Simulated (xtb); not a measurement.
C2H7AlO, triplet, from a rough starting geometry (GFN-xTB shapes and energies of metal compounds can be far from the true ones) (a higher spin typed on purpose: for a closed-shell molecule this is an excited state); GFN2-xTB (xtb).

Input for xtb:
```
$ xtb mol.xyz --gfn 2 --uhf 2 --opt vtight --json

# file mol.xyz
11

Al     0.33296216     0.00187963     0.16351622
C     -1.21542761    -1.41067890     0.23757764
H     -0.86538252    -2.30646614    -0.25138193
H     -2.09850249    -1.02018369    -0.27510352
H     -1.48187393    -1.66605963     1.25675131
C      0.26915142     1.64013267    -0.82274964
H      1.20664388     1.70318177    -1.54524876
H      0.41674801     2.51828467    -0.16602293
H     -0.60178242     1.82951925    -1.44212838
O      1.60083808    -0.36583518     1.13783871
H      2.41091825    -0.62938019     1.70605460
```

Output, abridged:

```
   ID    Z sym.   atoms
    1   13 Al     1
    2    6 C      2, 6
    3    1 H      3-5, 7-9, 11
    4    8 O      10

           -------------------------------------------------
          |                Calculation Setup                |
           -------------------------------------------------

           -------------------------------------------------
          |                 G F N 2 - x T B                 |
           -------------------------------------------------

          ...................................................
          :                      SETUP                      :
          :.................................................:
          :  # basis functions                  29          :
          :  # atomic orbitals                  28          :
          :  # shells                           16          :
          :  # electrons                        24          :
          :  max. iterations                   250          :
          :  Hamiltonian                  GFN2-xTB          :
          :  restarted?                      false          :
          :  GBSA solvation                  false          :
          :  PC potential                    false          :
          :  electronic temp.          300.0000000     K    :
          :  accuracy                    1.0000000          :
          :  -> integral cutoff          0.2500000E+02      :
          :  -> integral neglect         0.1000000E-07      :
          :  -> SCF convergence          0.1000000E-05 Eh   :
          :  -> wf. convergence          0.1000000E-03 e    :
          :  Broyden damping             0.4000000          :
          :  net charge                          0          :
          :  unpaired electrons                  2          :
          ...................................................

 iter      E             dE          RMSdq      gap      omega  full diag
   1    -12.9444398 -0.129444E+02  0.723E+00    0.78       0.0  T
   2    -12.9451873 -0.747538E-03  0.661E+00    1.37       1.0  T
   3    -12.9606127 -0.154254E-01  0.516E+00    1.54       1.0  T
   4    -12.9820180 -0.214053E-01  0.175E+00    1.76       1.0  T
   5    -12.9882041 -0.618608E-02  0.651E-01    1.99       1.0  T
   6    -12.9899314 -0.172726E-02  0.452E-01    1.95       1.0  T
   7    -12.9912216 -0.129027E-02  0.236E-01    1.90       1.0  T
   8    -12.9914057 -0.184046E-03  0.759E-02    1.89       1.0  T
   9    -12.9914166 -0.109311E-04  0.188E-02    1.88       1.6  T
  10    -12.9914173 -0.647245E-06  0.140E-02    1.88       2.2  T
  11    -12.9914175 -0.244105E-06  0.352E-03    1.88       8.6  T
  12    -12.9914175 -0.240411E-07  0.144E-03    1.88      20.9  T
  13    -12.9914175  0.256100E-08  0.986E-04    1.88      30.6  T
  14    -12.9914175 -0.403331E-08  0.133E-04    1.88     226.5  T

   *** convergence criteria satisfied after 14 iterations ***

 transition dipole moment (au) for excitation:          12          13
     X       Y       Z
  -0.5125  -0.9876   0.3213  total (au/Debye):    1.158   2.944
 dE (eV)             :    4.743
 oscillator strength :  0.22038E+00

         :::::::::::::::::::::::::::::::::::::::::::::::::::::
         ::                     SUMMARY                     ::
         :::::::::::::::::::::::::::::::::::::::::::::::::::::
         :: total energy             -12.850360466939 Eh    ::
         :: gradient norm              0.135858802168 Eh/a0 ::
         :: HOMO-LUMO gap              1.882476941497 eV    ::
         ::.................................................::
         :: SCC energy               -12.991407245313 Eh    ::
         :: -> isotropic ES            0.041485760662 Eh    ::
         :: -> anisotropic ES          0.004994731065 Eh    ::
         :: -> anisotropic XC          0.005691861691 Eh    ::
         :: -> dispersion             -0.004032065933 Eh    ::
         :: repulsion energy           0.141046778374 Eh    ::
         :: add. restraining           0.000000000000 Eh    ::
         :: total charge               0.000000000179 e     ::
         :::::::::::::::::::::::::::::::::::::::::::::::::::::

      -----------------------------------------------------------
     |                   =====================                   |
     |                        A N C O P T                        |
     |                   =====================                   |
     |               Approximate Normal Coordinate               |
     |                Rational Function Optimizer                |
      -----------------------------------------------------------
      -----------------------------------------------------------
     |                   =====================                   |
     |                        A N C O P T                        |
     |                   =====================                   |
     |               Approximate Normal Coordinate               |
     |                Rational Function Optimizer                |
      -----------------------------------------------------------

          ...................................................
          :                      SETUP                      :
          :.................................................:
          :   optimization level         verytight          :
          :   max. optcycles                   220          :
          :   ANC micro-cycles                  20          :
          :   degrees of freedom                27          :
          :.................................................:
          :   RF solver                   davidson          :
          :   write xtbopt.log                true          :
          :   linear?                        false          :
          :   energy convergence         0.1000000E-06 Eh   :
          :   grad. convergence          0.2000000E-03 Eh/α :
          :   maxmium RF displ.          1.0000000          :
[...]
 * total energy  :   -12.8850448 Eh     change       -0.2618538E-05 Eh
 * total energy  :   -12.8850468 Eh     change       -0.1992771E-05 Eh
 * total energy  :   -12.8850482 Eh     change       -0.1446565E-05 Eh
 * total energy  :   -12.8850501 Eh     change       -0.1941024E-05 Eh
 * total energy  :   -12.8850525 Eh     change       -0.2310488E-05 Eh
 * total energy  :   -12.8850548 Eh     change       -0.2327698E-05 Eh
 * total energy  :   -12.8850567 Eh     change       -0.1937661E-05 Eh
 * total energy  :   -12.8850577 Eh     change       -0.9620547E-06 Eh
 * total energy  :   -12.8850583 Eh     change       -0.5932469E-06 Eh
 * total energy  :   -12.8850587 Eh     change       -0.4220907E-06 Eh
 * total energy  :   -12.8850589 Eh     change       -0.2243710E-06 Eh
 * total energy  :   -12.8850590 Eh     change       -0.9712400E-07 Eh
   *** GEOMETRY OPTIMIZATION CONVERGED AFTER 31 ITERATIONS ***
         :: total energy             -12.885059020355 Eh    ::
[...]
         :: gradient norm              0.000054026348 Eh/a0 ::
         :: HOMO-LUMO gap              2.554428149129 eV    ::
         ::.................................................::
         :: SCC energy               -13.029619527512 Eh    ::
         :: -> isotropic ES            0.039253400926 Eh    ::
         :: -> anisotropic ES          0.004507868188 Eh    ::
         :: -> anisotropic XC          0.005172085917 Eh    ::
         :: -> dispersion             -0.004204253566 Eh    ::
         :: repulsion energy           0.144560507157 Eh    ::
         :: add. restraining           0.000000000000 Eh    ::
         :: total charge              -0.000000000000 e     ::
         :::::::::::::::::::::::::::::::::::::::::::::::::::::

           -------------------------------------------------
          |                Property Printout                |
           -------------------------------------------------

    * Orbital Energies and Occupations

         #    Occupation            Energy/Eh            Energy/eV
      -------------------------------------------------------------
         1        2.0000           -0.6422662             -17.4770
         2        2.0000           -0.5672487             -15.4356
         3        2.0000           -0.5628567             -15.3161
         4        2.0000           -0.5386867             -14.6584
         5        2.0000           -0.4660940             -12.6831
         6        2.0000           -0.4615540             -12.5595
         7        2.0000           -0.4601300             -12.5208
         8        2.0000           -0.4582239             -12.4689
         9        2.0000           -0.4379440             -11.9171
        10        2.0000           -0.4340226             -11.8104
        11        2.0000           -0.3942087             -10.7270
        12        1.0000           -0.3542735              -9.6403
        13        1.0000           -0.2500334              -6.8038 (HOMO)
        14                         -0.1561599              -4.2493 (LUMO)
        15                         -0.1123080              -3.0561
        16                         -0.0121301              -0.3301
        17                          0.0359483               0.9782
        18                          0.0386416               1.0515
        19                          0.1245225               3.3884
        20                          0.1323313               3.6009
        21                          0.1829577               4.9785
        22                          0.1856928               5.0530
        23                          0.2475784               6.7370
        24                          0.2488611               6.7719
       ...                                ...                  ...
        28                          1.0196890              27.7471
      -------------------------------------------------------------
                  HL-Gap            0.0938735 Eh            2.5544 eV
             Fermi-level           -0.2886688 Eh           -7.8551 eV

     #   Z          covCN         q      C6AA      α(0)
     1  13 Al       2.143     0.240   147.592    28.086
     2   6 C        3.479    -0.160    25.848     7.603
     3   1 H        0.925     0.052     2.292     2.367
     4   1 H        0.925     0.045     2.378     2.411
     5   1 H        0.925     0.052     2.292     2.367
     6   6 C        3.481    -0.160    25.804     7.589
     7   1 H        0.925     0.052     2.292     2.368
     8   1 H        0.925     0.052     2.293     2.368
     9   1 H        0.925     0.045     2.379     2.412
    10   8 O        1.542    -0.500    22.978     6.467
    11   1 H        0.807     0.280     0.784     1.390

 Mol. C6AA /au·bohr⁶  :       1323.852188
 Mol. C8AA /au·bohr⁸  :      50523.788495
 Mol. α(0) /au        :         65.428810

Wiberg/Mayer (AO) data.
largest (>0.10) Wiberg bond orders for each atom

 ---------------------------------------------------------------------------
     #   Z sym  total        # sym  WBO       # sym  WBO       # sym  WBO
 ---------------------------------------------------------------------------
     1  13 Al   2.784 --    10 O    1.305     6 C    0.629     2 C    0.626
     2   6 C    3.697 --     5 H    0.961     3 H    0.961     4 H    0.960
                             1 Al   0.626     6 C    0.148
     3   1 H    0.997 --     2 C    0.961
     4   1 H    0.998 --     2 C    0.960
     5   1 H    0.997 --     2 C    0.961
     6   6 C    3.699 --     7 H    0.961     8 H    0.961     9 H    0.959
                             1 Al   0.629     2 C    0.148
     7   1 H    0.997 --     6 C    0.961
     8   1 H    0.997 --     6 C    0.961
     9   1 H    0.998 --     6 C    0.959
    10   8 O    2.235 --     1 Al   1.305    11 H    0.878
    11   1 H    0.922 --    10 O    0.878
 ---------------------------------------------------------------------------

Topologies differ in total number of bonds
Writing topology from bond orders to xtbtopo.mol

molecular dipole:
                 x           y           z       tot (Debye)
 q only:       -0.142       0.034      -0.095
   full:       -0.064       0.014      -0.043       0.201
molecular quadrupole (traceless):
                xx          xy          yy          xz          yz          zz
 q only:        0.760      -0.101      -0.391       1.142      -0.619      -0.369
  q+dip:        1.065       0.572       0.105       1.826      -1.647      -1.170
   full:        0.997       0.122      -0.288       1.582      -1.082      -0.709

optimized geometry written to: xtbopt.xyz

           -------------------------------------------------
          | TOTAL ENERGY              -12.885059020355 Eh   |
          | GRADIENT NORM               0.000054026348 Eh/α |
          | HOMO-LUMO GAP               2.554428149129 eV   |
           -------------------------------------------------
```
